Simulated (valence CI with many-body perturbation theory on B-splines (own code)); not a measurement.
**E1 transitions of Gd⁵⁸⁺**

Calculated by relativistic CI+MBPT: four valence electrons over a frozen Dirac-Fock core [He], radial functions for each j: 11 s, 11 p, 9 d, 7 f, 5 g, 2 h, 1 i, with the one-electron correlation potential Σ1 (screened to all orders), the two-electron term Σ2, the three-electron term Σ3, Breit, model QED; selected single and double excitations, second order for the rest (own B-spline code, finite nucleus).

The last digits are not significant, and no measured levels were compared; by estimate large intervals hold to a few tenths of a per cent, small ones and those within an open d or f shell to about a per cent. Among the levels kept, up to 270 cm⁻¹ of a level comes from second order outside the variational space, and about a tenth of that is noise between levels of different J, which matters for small intervals.

Lines 101 to 150 of 252 in falling wavelength, among levels below 8844.8 eV, chosen from the strongest by gf and those to the six lowest levels. Wavelengths and rates use the calculated energies. Electric multipoles are in the length gauge, E1 and E2 with the static RPA response of the core. Weak lines are less certain than strong ones. Lines between different terms over intervals too small for the method are left out, as are lines whose strength nearly cancels. The highest levels of a list are the least certain.

Levels are named by their leading jj configuration (3d3/2^4 stands for four electrons in 3d with j = 3/2), which in mixed levels can hold well under half, so a name can repeat and another be missing. Letters in brackets count levels of one name in rising energy.

```tsv
λ vac (nm)	Upper	Lower	A (s⁻¹)	log gf	Branch %
0.1851	(2s^2 2p1/2 3s) J=0	(2s^2 2p1/2 2p3/2) J=1	1.12e+14	-1.24	100.0
0.1850	(2s^2 2p1/2 3s) J=1	(2s^2 2p1/2 2p3/2) J=1	1.79e+13	-1.56	12.8
0.1849	(2s^2 2p3/2 3s) J=1	(2s^2 2p3/2^2) J=2	9.57e+13	-0.83	55.7
0.1832	(2s^2 2p1/2 3p3/2) J=1	(2s 2p1/2^2 2p3/2) J=2	2.76e+12	-2.38	55.8
0.1780	(2s 2p1/2^2 3d3/2) J=1	(2s 2p1/2^2 2p3/2) J=1	9.92e+13	-0.85	80.2
0.1779	(2s 2p1/2^2 3d3/2) J=2	(2s 2p1/2^2 2p3/2) J=1	1.39e+12	-2.48	0.8
0.1772	(2s 2p1/2 2p3/2 3d5/2) J=2	(2s 2p1/2 2p3/2^2) J=1 [a]	7.56e+13	-0.75	13.6
0.1766	(2s 2p1/2 2p3/2 3d3/2) J=1 [c]	(2s 2p1/2 2p3/2^2) J=1 [b]	1.13e+14	-0.80	36.0
0.1765	(2s 2p1/2 2p3/2 3d5/2) J=3 [b]	(2s 2p1/2 2p3/2^2) J=2 [b]	6.74e+13	-0.66	8.1
0.1764	(2s 2p1/2 2p3/2 3d3/2) J=1 [d]	(2s 2p1/2 2p3/2^2) J=1 [b]	1.37e+14	-0.72	12.8
0.1764	(2s 2p1/2 2p3/2 3d5/2) J=1 [a]	(2s 2p1/2 2p3/2^2) J=0	2.84e+14	-0.40	52.9
0.1763	(2s 2p1/2 2p3/2 3d3/2) J=2 [d]	(2s 2p1/2 2p3/2^2) J=1 [b]	7.27e+13	-0.77	8.2
0.1763	(2s 2p1/2 2p3/2 3d3/2) J=2 [a]	(2s 2p1/2 2p3/2^2) J=2 [a]	6.76e+13	-0.80	21.7
0.1763	(2s 2p1/2 2p3/2 3d3/2) J=2 [d]	(2s 2p1/2 2p3/2^2) J=2 [b]	1.19e+14	-0.56	13.3
0.1762	(2s 2p1/2 2p3/2 3d3/2) J=1 [a]	(2s 2p1/2 2p3/2^2) J=2 [a]	1.04e+14	-0.84	41.6
0.1762	(2s 2p1/2 2p3/2 3d3/2) J=0 [b]	(2s 2p1/2 2p3/2^2) J=1 [b]	3.64e+14	-0.77	28.0
0.1762	(2s 2p1/2 2p3/2 3d3/2) J=2 [e]	(2s 2p1/2 2p3/2^2) J=1 [b]	1.54e+14	-0.45	18.2
0.1761	(2s 2p1/2^2 3d3/2) J=1	(2s 2p1/2^2 2p3/2) J=2	2.40e+13	-1.47	19.4
0.1761	(2s 2p1/2 2p3/2 3d3/2) J=2 [e]	(2s 2p1/2 2p3/2^2) J=2 [b]	2.61e+14	-0.22	30.9
0.1760	(2s^2 2p1/2 3d3/2) J=2	(2s^2 2p1/2 2p3/2) J=2	1.31e+14	-0.52	90.2
0.1760	(2s 2p1/2^2 3d3/2) J=2	(2s 2p1/2^2 2p3/2) J=2	1.60e+14	-0.43	97.7
0.1759	(2s 2p1/2 2p3/2 3d5/2) J=1 [b]	(2s 2p1/2 2p3/2^2) J=1 [b]	4.31e+14	-0.22	46.6
0.1759	(2s 2p1/2^2 3d5/2) J=2	(2s 2p1/2^2 2p3/2) J=1	7.19e+14	0.22	92.8
0.1759	(2s 2p1/2 2p3/2 3d5/2) J=0	(2s 2p1/2 2p3/2^2) J=1 [b]	5.45e+14	-0.60	67.9
0.1759	(2s 2p1/2 2p3/2 3d5/2) J=1 [b]	(2s 2p1/2 2p3/2^2) J=2 [b]	1.86e+14	-0.59	20.1
0.1758	(2s 2p1/2 2p3/2 3d3/2) J=2 [b]	(2s 2p1/2 2p3/2^2) J=3	7.11e+13	-0.78	14.0
0.1756	(2s 2p1/2 2p3/2 3d3/2) J=1 [d]	(2s 2p1/2 2p3/2^2) J=0	2.72e+14	-0.42	25.4
0.1756	(2s^2 2p1/2 3d3/2) J=2	(2s^2 2p1/2 2p3/2) J=1	1.40e+13	-1.49	9.6
0.1754	(2s^2 2p1/2 3d3/2) J=1	(2s^2 2p1/2 2p3/2) J=2	2.21e+13	-1.52	2.0
0.1754	(2s^2 2p3/2 3d3/2) J=2	(2s^2 2p3/2^2) J=2	5.46e+13	-0.90	7.5
0.1752	(2s^2 2p3/2 3d3/2) J=3	(2s^2 2p3/2^2) J=2	3.88e+12	-1.90	0.5
0.1751	(2s^2 2p3/2 3d3/2) J=1	(2s^2 2p3/2^2) J=2	1.60e+14	-0.66	17.6
0.1750	(2s^2 2p1/2 3d3/2) J=1	(2s^2 2p1/2 2p3/2) J=1	1.28e+14	-0.75	11.8
0.1750	(2s 2p1/2 2p3/2 3d3/2) J=2 [c]	(2s 2p1/2 2p3/2^2) J=3	7.84e+13	-0.74	41.8
0.1746	(2s 2p1/2 2p3/2 3p3/2) J=1 [a]	(2s^2 2p3/2^2) J=0	3.33e+14	-0.34	66.8
0.1745	(2s^2 2p3/2 3d5/2) J=1	(2s^2 2p3/2^2) J=0	5.36e+14	-0.13	83.4
0.1745	(2s 2p1/2 2p3/2 3d5/2) J=3 [b]	(2s 2p1/2 2p3/2^2) J=3	6.34e+14	0.31	76.5
0.1745	(2s 2p1/2 2p3/2 3d5/2) J=2	(2s 2p1/2 2p3/2^2) J=2 [a]	4.62e+14	0.02	83.0
0.1744	(2s 2p1/2^2 3d5/2) J=3	(2s 2p1/2^2 2p3/2) J=2	8.04e+14	0.41	100.0
0.1744	(2s 2p1/2 2p3/2 3d5/2) J=4 [b]	(2s 2p1/2 2p3/2^2) J=3	1.06e+15	0.64	99.7
0.1743	(2s^2 2p1/2 3d5/2) J=2	(2s^2 2p1/2 2p3/2) J=2	8.91e+13	-0.69	10.5
0.1743	(2s 2p1/2 2p3/2 3d5/2) J=3 [a]	(2s 2p1/2 2p3/2^2) J=2 [a]	1.09e+15	0.54	91.7
0.1742	(2s^2 2p1/2 3d5/2) J=3	(2s^2 2p1/2 2p3/2) J=2	8.08e+14	0.41	100.0
0.1741	(2s 2p1/2^2 3d5/2) J=2	(2s 2p1/2^2 2p3/2) J=2	5.05e+13	-0.94	6.5
0.1740	(2s 2p1/2 2p3/2 3d3/2) J=2 [c]	(2s 2p1/2 2p3/2^2) J=2 [a]	7.53e+13	-0.77	40.2
0.1740	(2s^2 2p3/2 3d5/2) J=2	(2s^2 2p3/2^2) J=2	6.40e+14	0.16	99.0
0.1739	(2s^2 2p1/2 3d5/2) J=2	(2s^2 2p1/2 2p3/2) J=1	7.57e+14	0.23	89.5
0.1736	(2s^2 2p3/2 3d5/2) J=3	(2s^2 2p3/2^2) J=2	1.00e+15	0.50	96.5
0.1735	(2s 2p1/2 2p3/2 3d5/2) J=3 [b]	(2s 2p1/2 2p3/2^2) J=2 [a]	1.20e+14	-0.42	14.5
0.1735	(2s 2p1/2 2p3/2 3p3/2) J=3 [a]	(2s^2 2p3/2^2) J=2	4.07e+14	0.11	99.3
```

Problem. How does gf follow from A for the line at 0.1751 nm?

Solution. gf = 1.4992 × (2J+1)_upper × A / σ², with σ = 57099607 cm⁻¹ and 2J+1 = 3: gf = 0.220.
